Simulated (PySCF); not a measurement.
PySCF input for B(SiH3)3 (BH9Si3), SMILES [SiH3]B([SiH3])[SiH3], TDA-ωB97X/def2-SVPD. The structure is a stationary point at PBE0-D3(BJ)/def2-SVP.

```python
import numpy as np
from pyscf import gto, scf, dft, tdscf

mol = gto.M(
    atom='''
    B     0.04089724   -0.01703104   -0.00000000
    Si   -0.00589683    1.98945485   -0.00000003
    H    -0.63283424    2.59361532    1.21745540
    H     1.45101594    2.36434687   -0.00000004
    H    -0.63283423    2.59361527   -1.21745550
    Si    0.00570706   -0.99474182    1.75286605
    H    -1.46127956   -1.17163404    2.03283455
    H     0.63742664   -2.35080613    1.72940120
    H     0.59031511   -0.21056896    2.88634438
    Si    0.00570705   -0.99474187   -1.75286601
    H     0.63742665   -2.35080619   -1.72940112
    H    -1.46127955   -1.17163411   -2.03283453
    H     0.59031511   -0.21056907   -2.88634437
    ''',
    basis='def2-SVPD',
    charge=0,
    spin=0,
    symmetry=True,
    max_memory=1600,
    verbose=4,
)
mf = dft.RKS(mol, xc='wb97x').density_fit(auxbasis='def2-universal-jkfit')
mf.grids.level = 3
mf.conv_tol = 1e-9
mf.max_cycle = 100
mf.kernel()
mf.grids = dft.Grids(mol).set(level=1).build(with_non0tab=True)  # coarser grid for the response kernel
td = tdscf.TDA(mf)
td.singlet = True
td.nstates = 10
td.conv_tol = 1e-4
td.positive_eig_threshold = 1e-6
td.kernel(x0=td.get_init_guess(mf, 15))
td.analyze()
tt = tdscf.TDA(mf)
tt.singlet = False
tt.nstates = 4
tt.conv_tol = 1e-4
tt.positive_eig_threshold = 1e-6
tt.kernel(x0=tt.get_init_guess(mf, 9))
tt.analyze(verbose=3)
```

Log of the run:

```
PySCF version 2.14.0

[INPUT] verbose = 4
[INPUT] num. atoms = 13
[INPUT] num. electrons = 56
[INPUT] charge = 0
[INPUT] spin (= nelec alpha-beta = 2S) = 0
[INPUT] symmetry True subgroup None
[INPUT] Mole.unit = angstrom
[INPUT] Symbol           X                Y                Z      unit          X                Y                Z       unit  Magmom
[INPUT]  1 B      0.040897240000  -0.017031040000   0.000000000000 AA    0.077284582851  -0.032184001217   0.000000000000 Bohr   0.0
[INPUT]  2 Si    -0.005896830000   1.989454850000  -0.000000030000 AA   -0.011143393703   3.759524803688  -0.000000056692 Bohr   0.0
[INPUT]  3 H     -0.632834240000   2.593615320000   1.217455400000 AA   -1.195883395847   4.901222627276   2.300657274873 Bohr   0.0
[INPUT]  4 H      1.451015940000   2.364346870000  -0.000000040000 AA    2.742022728978   4.467968047773  -0.000000075589 Bohr   0.0
[INPUT]  5 H     -0.632834230000   2.593615270000  -1.217455500000 AA   -1.195883376950   4.901222532790  -2.300657463845 Bohr   0.0
[INPUT]  6 Si     0.005707060000  -0.994741820000   1.752866050000 AA    0.010784780376  -1.879789604451   3.312436767548 Bohr   0.0
[INPUT]  7 H     -1.461279560000  -1.171634040000   2.032834550000 AA   -2.761418159825  -2.214067453818   3.841500556053 Bohr   0.0
[INPUT]  8 H      0.637426640000  -2.350806130000   1.729401200000 AA    1.204561774102  -4.442379757649   3.268094627494 Bohr   0.0
[INPUT]  9 H      0.590315110000  -0.210568960000   2.886344380000 AA    1.115533885092  -0.397917664734   5.454400379378 Bohr   0.0
[INPUT] 10 Si     0.005707050000  -0.994741870000  -1.752866010000 AA    0.010784761479  -1.879789698938  -3.312436691959 Bohr   0.0
[INPUT] 11 H      0.637426650000  -2.350806190000  -1.729401120000 AA    1.204561792999  -4.442379871032  -3.268094476316 Bohr   0.0
[INPUT] 12 H     -1.461279550000  -1.171634110000  -2.032834530000 AA   -2.761418140928  -2.214067586099  -3.841500518259 Bohr   0.0
[INPUT] 13 H      0.590315110000  -0.210569070000  -2.886344370000 AA    1.115533885092  -0.397917872604  -5.454400360480 Bohr   0.0

nuclear repulsion = 234.98462351283
point group symmetry = Cs
symmetry origin: [-3.37451091e-10 -9.41707030e-17  3.71196188e-09]
symmetry axis x: [ 1.00000000e+00 -3.03589046e-10 -2.10589523e-09]
symmetry axis y: [-3.03589105e-10 -1.00000000e+00 -2.82064357e-08]
symmetry axis z: [-2.10589522e-09  2.82064360e-08 -1.00000000e+00]
num. orbitals of irrep A' = 93
num. orbitals of irrep A" = 71
number of shells = 74
number of NR pGTOs = 246
number of NR cGTOs = 164
basis = def2-SVPD
ecp = {}


[settings echo left out]
init E= -898.011419437365
HOMO (A') = -0.278713368459131  LUMO (A') = -0.112078497200089  gap/eV = 4.53437
cycle= 1 E= -898.343983338547  delta_E= -0.333  |g|= 0.206  |ddm|= 3.77
HOMO (A') = -0.39907852788069  LUMO (A') = -0.0629533731110619  gap/eV = 9.14643
cycle= 2 E= -898.366398360759  delta_E= -0.0224  |g|= 0.0697  |ddm|= 0.779
HOMO (A') = -0.369358001888317  LUMO (A') = -0.0272758578025827  gap/eV = 9.30853
cycle= 3 E= -898.368877178436  delta_E= -0.00248  |g|= 0.0302  |ddm|= 0.321
HOMO (A') = -0.379385542542014  LUMO (A') = -0.0352803200057266  gap/eV = 9.36358
cycle= 4 E= -898.369371755231  delta_E= -0.000495  |g|= 0.00573  |ddm|= 0.144
HOMO (A') = -0.379218951866166  LUMO (A') = -0.03427857021018  gap/eV = 9.38631
cycle= 5 E= -898.369392055391  delta_E= -2.03e-05  |g|= 0.00137  |ddm|= 0.0294
HOMO (A') = -0.379342611193664  LUMO (A') = -0.0343351549354947  gap/eV = 9.38813
cycle= 6 E= -898.369394386131  delta_E= -2.33e-06  |g|= 0.000286  |ddm|= 0.0091
HOMO (A') = -0.379327027227274  LUMO (A') = -0.0342796129267895  gap/eV = 9.38922
cycle= 7 E= -898.369394510756  delta_E= -1.25e-07  |g|= 4.6e-05  |ddm|= 0.00229
HOMO (A') = -0.379328987932556  LUMO (A') = -0.0342813274391545  gap/eV = 9.38923
cycle= 8 E= -898.369394513381  delta_E= -2.63e-09  |g|= 8.74e-06  |ddm|= 0.000325
HOMO (A') = -0.379329381197934  LUMO (A') = -0.0342820056988136  gap/eV = 9.38922
cycle= 9 E= -898.369394513465  delta_E= -8.41e-11  |g|= 2.73e-06  |ddm|= 5.57e-05
HOMO (A') = -0.379329169822646  LUMO (A') = -0.0342818525737307  gap/eV = 9.38922
Extra cycle  E= -898.369394513471  delta_E= -5.46e-12  |g|= 1.25e-06  |ddm|= 1.16e-05
converged SCF energy = -898.369394513471
tot grids = 46664
Overwritten attributes  positive_eig_threshold  of <class 'pyscf.tdscf.rks.TDA'>


******** <class 'pyscf.tdscf.rks.TDA'> for <class 'pyscf.df.df_jk.DFSymAdaptedRKS'> ********
nstates = 10 singlet
deg_eia_thresh = 1.000e-03
wfnsym = None
conv_tol = 0.0001
eigh lindep = 1e-12
eigh level_shift = 0
eigh max_cycle = 100


Excitation energies (eV)
[3.50978248 3.55161027 6.3479159  6.7029706  6.71617285 6.86093931
 6.89381612 7.18097818 7.58614828 7.59561655]

** Singlet excitation energies and oscillator strengths **
Excited State   1:   A'      3.50978 eV    353.25 nm  f=0.0003
      28 -> 29        0.69099
Excited State   2:   A"      3.55161 eV    349.09 nm  f=0.0001
      27 -> 29        0.68983
Excited State   3:   A"      6.34792 eV    195.31 nm  f=0.0034
      26 -> 29        0.69702
Excited State   4:   A'      6.70297 eV    184.97 nm  f=0.1515
      25 -> 29       -0.69020
Excited State   5:   A"      6.71617 eV    184.61 nm  f=0.1284
      21 -> 29        0.10317
      24 -> 29        0.68257
Excited State   6:   A'      6.86094 eV    180.71 nm  f=0.0042
      23 -> 29        0.67761
Excited State   7:   A"      6.89382 eV    179.85 nm  f=0.0011
      21 -> 29       -0.67591
      24 -> 29        0.10543
Excited State   8:   A'      7.18098 eV    172.66 nm  f=0.0055
      22 -> 29       -0.67474
Excited State   9:   A"      7.58615 eV    163.43 nm  f=0.0196
      27 -> 30       -0.52684
      27 -> 31       -0.37465
      27 -> 33        0.10287
      27 -> 36        0.11400
      28 -> 32        0.11123
Excited State  10:   A'      7.59562 eV    163.23 nm  f=0.0060
      28 -> 30       -0.64340
      28 -> 31       -0.14859
      28 -> 33        0.16596

** Transition electric dipole moments (AU) **
state          X           Y           Z        Dip. S.      Osc.
  1        -0.0014      0.0611     -0.0000      0.0037      0.0003
  2        -0.0000     -0.0000     -0.0400      0.0016      0.0001
  3        -0.0000     -0.0000     -0.1468      0.0215      0.0034
  4        -0.4383     -0.8545      0.0000      0.9222      0.1515
  5        -0.0000     -0.0000     -0.8834      0.7805      0.1284
  6         0.0305      0.1556     -0.0000      0.0251      0.0042
  7        -0.0000     -0.0000     -0.0789      0.0062      0.0011
  8         0.1771     -0.0098      0.0000      0.0315      0.0055
  9        -0.0000      0.0000     -0.3251      0.1057      0.0196
 10         0.1508     -0.0976      0.0000      0.0323      0.0060

** Transition velocity dipole moments (imaginary part, AU) **
state          X           Y           Z        Dip. S.      Osc.
  1        -0.0010      0.0058     -0.0000      0.0000      0.0002
  2        -0.0000     -0.0000     -0.0074      0.0001      0.0003
  3         0.0000      0.0000      0.0012      0.0000      0.0000
  4        -0.0192     -0.1402     -0.0000      0.0200      0.0542
  5        -0.0000     -0.0000     -0.1390      0.0193      0.0522
  6         0.0018     -0.0003     -0.0000      0.0000      0.0000
  7        -0.0000      0.0000     -0.0228      0.0005      0.0014
  8         0.0131      0.0020      0.0000      0.0002      0.0004
  9        -0.0000      0.0000     -0.0530      0.0028      0.0067
 10         0.0195     -0.0027      0.0000      0.0004      0.0009

** Transition magnetic dipole moments (imaginary part, AU) **
state          X           Y           Z
  1         0.0000      0.0000      0.9039
  2         0.0711     -0.8912      0.0000
  3        -0.0397     -0.0502     -0.0000
  4         0.0000     -0.0000      0.1672
  5        -0.0035      0.3173     -0.0000
  6        -0.0000     -0.0000     -0.3872
  7        -0.0074     -0.2846      0.0000
  8        -0.0000      0.0000      0.2767
  9         0.3495     -0.1301      0.0000
 10         0.0000     -0.0000      0.1941


******** <class 'pyscf.tdscf.rks.TDA'> for <class 'pyscf.df.df_jk.DFSymAdaptedRKS'> ********
nstates = 4 triplet
deg_eia_thresh = 1.000e-03
wfnsym = None
conv_tol = 0.0001
eigh lindep = 1e-12
eigh level_shift = 0
eigh max_cycle = 100


Excitation energies (eV)
[2.81548842 2.84012191 5.95154966 6.09997135]

** Triplet excitation energies and oscillator strengths **
Excited State   1:   A'      2.81549 eV    440.36 nm  f=0.0000
Excited State   2:   A"      2.84012 eV    436.55 nm  f=0.0000
Excited State   3:   A'      5.95155 eV    208.32 nm  f=0.0000
Excited State   4:   A"      6.09997 eV    203.25 nm  f=0.0000
```

The calculation finished and met its thresholds.
